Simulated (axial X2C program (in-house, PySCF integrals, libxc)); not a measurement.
**Low determinants of BeP⁺ at the PBE0 level, 2c**

Computed with an in-house relativistic program for diatomic molecules. Two-component (2c) means X2C with spin–orbit coupling and atomic mean-field two-electron Coulomb and Gaunt terms. Basis: P dyall-v3z [8s7p2d1f], Be dyall-cv3z [8s8p3d1f] (cores contracted in-house); Gaussian nuclei, density fitting, unrestricted open shells. Masses: P 30.974 u, Be 9.012 u.

Search at 2.019 Å (vertical energies from the lowest determinant):

| ΔE (eV) | state | electrons beyond evenly filled partner blocks | electrons in ±ω = 1/2, 3/2, 5/2, 7/2 |
| --- | --- | --- | --- |
| 0.00 | Ω = 1 | ω = -1/2, ω = 3/2 | 15 3 0 0 |
| 0.93 | Ω = 0 | none | 16 2 0 0 |
| 0.95 | Ω = 2 | ω = 1/2, ω = 3/2 | 15 3 0 0 |
| 0.98 | Ω = 0 | none | 14 4 0 0 |
| 2.39 | Ω = 1 | 2 × ω = 1/2 | 16 2 0 0 |
| 2.61 | Ω = 1 | 2 × ω = 1/2 | 14 4 0 0 |
| 3.01 | Ω = 0 | 3 × ω = 1/2, ω = -3/2 | 15 3 0 0 |

Lowest determinant, Ω = 1 (⟨Sz⟩ = 1.00, ⟨Lz⟩ = 0.00 at PBE0): Re = 2.014 Å, ωe = 660.1 cm⁻¹.

The determinant in row 2 of the search, Ω = 0 (closed shell), was followed along the bond at PBE0; measured from the minimum of the lowest determinant it gives:

Te = 0.926 eV (7465 cm⁻¹), Re = 2.003 Å, ωe = 700.0 cm⁻¹.

Problem. Compare the bond of the determinant in row 2 with that of the lowest one.

Solution. At PBE0 its Re is 0.011 Å shorter and its force constant, which goes as ωe², is 1.12 times that of the lowest determinant. T0 ≈ Te + Δωe/2 = 7465 + (20) = 7485 cm⁻¹.

The search compares states at one distance, so a state with another bond length can lie lower; it is not exhaustive and yields mostly the lowest determinant of each block pattern, so other components and higher states of one pattern are missing. These are energies of single determinants, not of spin-adapted states; PBE0 term energies can be off by some tenths of an eV, and the functional has no current term. Open-shell Ω = 0 determinants with evenly filled partner blocks cannot be reached by this program, so the Ω shown need not be the lowest component. The lowest determinant need not be the ground state where others lie within half an eV. A closed-shell Ω = 0 row of a π² shell mixes the 0⁺ component of the triplet with ¹Σ⁺ and matches no level; 0⁺ can lie lowest.
